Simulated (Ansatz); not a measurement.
Ansatz (an electronic-structure program) job for C2H6AlBrO, SMILES C[O][Al]([CH3])[Br], B3LYP-D3(BJ)/def2-SVP. 

Ansatz 0.2 input:
```yaml
crystal:
  periodic: [false, false, false]
  atoms:
    - {symbol: Al, position_ang: [0.25776579, 0.60494924, -0.34076278]}
    - {symbol: Br, position_ang: [-0.23037820, -0.77933311, 1.38215318]}
    - {symbol: C, position_ang: [1.12942400, 2.35683074, -0.01718998]}
    - {symbol: H, position_ang: [2.01895079, 2.47823890, -0.63910068]}
    - {symbol: H, position_ang: [1.42911288, 2.47914357, 1.02526340]}
    - {symbol: H, position_ang: [0.46230320, 3.18532807, -0.26592226]}
    - {symbol: O, position_ang: [-0.15734844, 0.07003389, -1.84071880]}
    - {symbol: C, position_ang: [-0.49441909, -0.34464876, -3.13454451]}
    - {symbol: H, position_ang: [0.12045292, -1.20061084, -3.42009143]}
    - {symbol: H, position_ang: [-1.54663101, -0.63372937, -3.16874957]}
    - {symbol: H, position_ang: [-0.32314869, 0.47058567, -3.84068730]}
basis:
  gaussian:
    orbitals: def2-SVP
hamiltonian:
  xc: b3lyp
  dispersion: d3bj
relax: {f_tol: 0.002, max_steps: 200}
```

Log of the run:

```
WARN ansatz: RAYON_NUM_THREADS=1 ignored (pool sized by the plan → 1); use --threads N
Functional definition: B3LYP
integrals: 0.08 GiB planned
1289 factors; integrals over basis functions are off by at most 3.3e-4 eV
mean field: 0.67 GiB planned
mean field evaluation 1: about -80842.3473 eV, gradient 6.9e1 eV
mean field evaluation 2: about -80822.9191 eV, gradient 1.2e2 eV
mean field evaluation 4: about -80853.0052 eV, gradient 6.2e0 eV
mean field evaluation 8: about -80853.1051 eV, gradient 6.7e-2 eV
mean field evaluation 16: about -80853.1051 eV, gradient 9.3e-6 eV
mean field -80853.10506440 eV, -2971.2968069137 hartree, gradient 9.3e-6 eV, S^2 0.000000; 0 other end points of the search recorded, 0 dependent functions left out
the calculation of the forces begins
reference -80853.10534205 eV, -2971.2968171173 hartree; 37, 37 occupied and 85, 85 virtual orbitals, 1289 factors
relax step   1: F+E_penalty+E_count = -80853.47245953 eV  Δ(F+E_penalty+E_count) = +0.000e0 eV  max|allowed force component| = 1.012e0 eV/Å  Δτ_max = 0.0000 Å  (26 SCF iters, accepted)
these checks for a lower state are left out or cut short: starts, cluster_reference, orbital_swaps, neighbouring_geometries, increment
integrals: 0.08 GiB planned
1289 factors; integrals over basis functions are off by at most 3.4e-4 eV
mean field: 0.67 GiB planned
[...]
1289 factors; integrals over basis functions are off by at most 3.2e-4 eV
mean field: 0.67 GiB planned
mean field -80853.22874397 eV, -2971.3013520542 hartree, gradient 8.1e-6 eV, S^2 0.000000; 0 other end points of the search recorded, 0 dependent functions left out
the calculation of the forces begins
reference -80853.22901647 eV, -2971.3013620681 hartree; 37, 37 occupied and 85, 85 virtual orbitals, 1289 factors
relax step  36: F+E_penalty+E_count = -80853.61548292 eV  Δ(F+E_penalty+E_count) = -4.605e-5 eV  max|allowed force component| = 6.517e-3 eV/Å  Δτ_max = 0.0214 Å  (29 SCF iters, accepted)
these checks for a lower state are left out or cut short: starts, cluster_reference, orbital_swaps, neighbouring_geometries, increment
integrals: 0.08 GiB planned
1289 factors; integrals over basis functions are off by at most 3.4e-4 eV
mean field: 0.67 GiB planned
mean field -80853.22854935 eV, -2971.3013449020 hartree, gradient 8.4e-6 eV, S^2 0.000000; 0 other end points of the search recorded, 0 dependent functions left out
the calculation of the forces begins
reference -80853.22882161 eV, -2971.3013549072 hartree; 37, 37 occupied and 85, 85 virtual orbitals, 1289 factors
relax step  37: F+E_penalty+E_count = -80853.61513344 eV  Δ(F+E_penalty+E_count) = +3.495e-4 eV  max|allowed force component| = 7.353e-2 eV/Å  Δτ_max = 0.0794 Å  (27 SCF iters, rejected (line search))
these checks for a lower state are left out or cut short: starts, cluster_reference, orbital_swaps, neighbouring_geometries, increment
integrals: 0.08 GiB planned
1289 factors; integrals over basis functions are off by at most 3.2e-4 eV
mean field: 0.67 GiB planned
mean field -80853.22619724 eV, -2971.3012584636 hartree, gradient 7.9e-6 eV, S^2 0.000000; 0 other end points of the search recorded, 0 dependent functions left out
the calculation of the forces begins
reference -80853.22646997 eV, -2971.3012684861 hartree; 37, 37 occupied and 85, 85 virtual orbitals, 1289 factors
relax step  38: F+E_penalty+E_count = -80853.61321090 eV  Δ(F+E_penalty+E_count) = +2.272e-3 eV  max|allowed force component| = 3.437e-1 eV/Å  Δτ_max = 0.0081 Å  (30 SCF iters, rejected (line search))
these checks for a lower state are left out or cut short: starts, cluster_reference, orbital_swaps, neighbouring_geometries, increment
integrals: 0.08 GiB planned
1289 factors; integrals over basis functions are off by at most 3.2e-4 eV
mean field: 0.67 GiB planned
mean field evaluation 256: about -80853.2287 eV, gradient 1.5e-1 eV
mean field -80853.22881906 eV, -2971.3013548134 hartree, gradient 8.4e-5 eV, S^2 0.000000; 0 other end points of the search recorded, 0 dependent functions left out
the calculation of the forces begins
reference -80853.22909156 eV, -2971.3013648279 hartree; 37, 37 occupied and 85, 85 virtual orbitals, 1289 factors
relax step  39: F+E_penalty+E_count = -80853.61549496 eV  Δ(F+E_penalty+E_count) = -1.204e-5 eV  max|allowed force component| = 1.579e-3 eV/Å  Δτ_max = 0.0040 Å  (19 SCF iters, accepted)
these checks for a lower state are left out or cut short: starts, cluster_reference, orbital_swaps, neighbouring_geometries, increment
integrals: 0.08 GiB planned
1289 factors; integrals over basis functions are off by at most 3.3e-4 eV
mean field: 0.67 GiB planned
mean field -80853.22905778 eV, -2971.3013635864 hartree, gradient 8.0e-6 eV, S^2 0.000000; 0 other end points of the search recorded, 0 dependent functions left out
the calculation of the forces begins
reference -80853.22933025 eV, -2971.3013735995 hartree; 37, 37 occupied and 85, 85 virtual orbitals, 1289 factors
relax step  40: F+E_penalty+E_count = -80853.61552520 eV  Δ(F+E_penalty+E_count) = -3.024e-5 eV  max|allowed force component| = 8.467e-3 eV/Å  Δτ_max = 0.0289 Å  (29 SCF iters, accepted)
these checks for a lower state are left out or cut short: starts, cluster_reference, orbital_swaps, neighbouring_geometries, increment
integrals: 0.08 GiB planned
1289 factors; integrals over basis functions are off by at most 3.3e-4 eV
mean field: 0.67 GiB planned
mean field -80853.22917507 eV, -2971.3013678966 hartree, gradient 7.9e-6 eV, S^2 0.000000; 0 other end points of the search recorded, 0 dependent functions left out
the calculation of the forces begins
reference -80853.22944748 eV, -2971.3013779076 hartree; 37, 37 occupied and 85, 85 virtual orbitals, 1289 factors
relax step  41: F+E_penalty+E_count = -80853.61546664 eV  Δ(F+E_penalty+E_count) = +5.856e-5 eV  max|allowed force component| = 2.394e-2 eV/Å  Δτ_max = 0.0344 Å  (28 SCF iters, rejected (line search))
these checks for a lower state are left out or cut short: starts, cluster_reference, orbital_swaps, neighbouring_geometries, increment
integrals: 0.08 GiB planned
1289 factors; integrals over basis functions are off by at most 3.3e-4 eV
mean field: 0.67 GiB planned
mean field -80853.22905629 eV, -2971.3013635316 hartree, gradient 1.0e-5 eV, S^2 0.000000; 0 other end points of the search recorded, 0 dependent functions left out
the calculation of the forces begins
reference -80853.22932870 eV, -2971.3013735425 hartree; 37, 37 occupied and 85, 85 virtual orbitals, 1289 factors
relax step  42: F+E_penalty+E_count = -80853.61554694 eV  Δ(F+E_penalty+E_count) = -2.173e-5 eV  max|allowed force component| = 2.767e-3 eV/Å  Δτ_max = 0.0116 Å  (22 SCF iters, accepted)
these checks for a lower state are left out or cut short: starts, cluster_reference, orbital_swaps, neighbouring_geometries, increment
integrals: 0.08 GiB planned
1289 factors; integrals over basis functions are off by at most 3.3e-4 eV
mean field: 0.67 GiB planned
mean field -80853.22906964 eV, -2971.3013640224 hartree, gradient 8.0e-6 eV, S^2 0.000000; 0 other end points of the search recorded, 0 dependent functions left out
the calculation of the forces begins
reference -80853.22934199 eV, -2971.3013740308 hartree; 37, 37 occupied and 85, 85 virtual orbitals, 1289 factors
relax step  43: F+E_penalty+E_count = -80853.61555564 eV  Δ(F+E_penalty+E_count) = -8.705e-6 eV  max|allowed force component| = 6.300e-3 eV/Å  Δτ_max = 0.0202 Å  (29 SCF iters, accepted)
these checks for a lower state are left out or cut short: starts, cluster_reference, orbital_swaps, neighbouring_geometries, increment
integrals: 0.08 GiB planned
1289 factors; integrals over basis functions are off by at most 3.3e-4 eV
mean field: 0.67 GiB planned
mean field evaluation 288: about -80853.2291 eV, gradient 1.8e-5 eV
mean field -80853.22906176 eV, -2971.3013637326 hartree, gradient 2.5e-5 eV, S^2 0.000000; 0 other end points of the search recorded, 0 dependent functions left out
the calculation of the forces begins
reference -80853.22933409 eV, -2971.3013737406 hartree; 37, 37 occupied and 85, 85 virtual orbitals, 1289 factors
relax step  44: F+E_penalty+E_count = -80853.61555955 eV  Δ(F+E_penalty+E_count) = -3.905e-6 eV  max|allowed force component| = 5.688e-3 eV/Å  Δτ_max = 0.0018 Å  (19 SCF iters, accepted)
these checks for a lower state are left out or cut short: starts, cluster_reference, orbital_swaps, neighbouring_geometries, increment
integrals: 0.08 GiB planned
1289 factors; integrals over basis functions are off by at most 3.3e-4 eV
mean field: 0.67 GiB planned
mean field -80853.22900697 eV, -2971.3013617191 hartree, gradient 5.0e-6 eV, S^2 0.000000; 0 other end points of the search recorded, 0 dependent functions left out
the calculation of the forces begins
reference -80853.22927927 eV, -2971.3013717259 hartree; 37, 37 occupied and 85, 85 virtual orbitals, 1289 factors
relax step  45: F+E_penalty+E_count = -80853.61556467 eV  Δ(F+E_penalty+E_count) = -5.119e-6 eV  max|allowed force component| = 3.370e-3 eV/Å  Δτ_max = 0.0044 Å  (22 SCF iters, accepted)
these checks for a lower state are left out or cut short: starts, cluster_reference, orbital_swaps, neighbouring_geometries, increment
integrals: 0.08 GiB planned
1289 factors; integrals over basis functions are off by at most 3.3e-4 eV
mean field: 0.67 GiB planned
mean field -80853.22895814 eV, -2971.3013599245 hartree, gradient 1.4e-5 eV, S^2 0.000000; 0 other end points of the search recorded, 0 dependent functions left out
the calculation of the forces begins
reference -80853.22923040 eV, -2971.3013699302 hartree; 37, 37 occupied and 85, 85 virtual orbitals, 1289 factors
relax step  46: F+E_penalty+E_count = -80853.61556737 eV  Δ(F+E_penalty+E_count) = -2.700e-6 eV  max|allowed force component| = 2.425e-3 eV/Å  Δτ_max = 0.0083 Å  (21 SCF iters, accepted)
these checks for a lower state are left out or cut short: starts, cluster_reference, orbital_swaps, neighbouring_geometries, increment
integrals: 0.08 GiB planned
1289 factors; integrals over basis functions are off by at most 3.3e-4 eV
mean field: 0.67 GiB planned
mean field -80853.22894354 eV, -2971.3013593881 hartree, gradient 6.1e-5 eV, S^2 0.000000; 0 other end points of the search recorded, 0 dependent functions left out
the calculation of the forces begins
reference -80853.22921580 eV, -2971.3013693935 hartree; 37, 37 occupied and 85, 85 virtual orbitals, 1289 factors
relax step  47: F+E_penalty+E_count = -80853.61556784 eV  Δ(F+E_penalty+E_count) = -4.700e-7 eV  max|allowed force component| = 9.588e-4 eV/Å  Δτ_max = 0.0034 Å  (18 SCF iters, accepted)
integrals: 0.08 GiB planned
1289 factors; integrals over basis functions are off by at most 3.3e-4 eV
mean field: 0.67 GiB planned
mean field evaluation 320: about -80853.2289 eV, gradient 3.1e-4 eV
mean field -80853.22894354 eV, -2971.3013593881 hartree, gradient 6.1e-5 eV, S^2 0.000000; 1 other end points of the search recorded, 0 dependent functions left out
the calculation of the forces begins
reference -80853.22921580 eV, -2971.3013693935 hartree; 37, 37 occupied and 85, 85 virtual orbitals, 1289 factors
Total energy: -80853.61584009 eV, -2971.3155775743 hartree
Atom 0 at     0.161778     0.894788    -0.581358 Å, force     0.000184     0.000248    -0.000538 eV/Å
Atom 1 at    -1.169228    -0.341625     0.789909 Å, force    -0.000112    -0.000172     0.000236 eV/Å
Atom 2 at     1.217120     2.376192     0.084489 Å, force     0.000268     0.000959     0.000521 eV/Å
Atom 3 at     1.795055     2.852097    -0.722926 Å, force    -0.000314    -0.000320     0.000503 eV/Å
Atom 4 at     1.919980     2.036799     0.863520 Å, force    -0.000465     0.000184    -0.000546 eV/Å
Atom 5 at     0.570348     3.139951     0.547612 Å, force     0.000635    -0.000685    -0.000374 eV/Å
Atom 6 at     0.192274     0.464818    -2.218171 Å, force    -0.000439    -0.000287     0.000579 eV/Å
Atom 7 at    -0.386335    -0.485093    -3.068252 Å, force     0.000118    -0.000057    -0.000474 eV/Å
Atom 8 at     0.396934    -1.094999    -3.552877 Å, force    -0.000039     0.000048     0.000067 eV/Å
Atom 9 at    -1.070298    -1.170703    -2.534140 Å, force     0.000072     0.000121    -0.000040 eV/Å
Atom 10 at    -0.961543     0.014565    -3.868156 Å, force     0.000093    -0.000039     0.000065 eV/Å
Dipole moment:     0.129626     0.111615    -0.164583 e Å
```

Self-consistency was reached.

Cost: roughly 5 core-minutes.
